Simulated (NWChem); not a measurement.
Total energies of germanium monotelluride (GeTe)

```
Ge
Te 1 2.3664
```
Charge 0, spin multiplicity 1.

The numbers come from NWChem runs, not from measurements. Structure: optimised with B3LYP/def2-SVP with def2 effective core potentials on Te, a minimum by its harmonic frequencies.

Basis set: def2-QZVP (157 functions).

```
method  total energy (Ha)  relative cost
------  -----------------  -------------
RHF           -2342.44668              1
MP2           -2343.34369              3
B2PLYP        -2344.63627              7
PBE           -2344.79763        under 3
B3LYP         -2345.24840        under 3
r2SCAN        -2345.20313        under 3
```

Total energies of different functionals aren't comparable as a measure of quality: only differences taken within one method are. Costs are rough ratios of processor time within this set of runs, SCF included, with RHF as 1.

Effective core potentials replace the inner electrons of Te; spin-orbit coupling is left out. The correlated methods keep 13 core orbitals frozen. B3LYP has NWChem's definition, with VWN1-RPA local correlation.
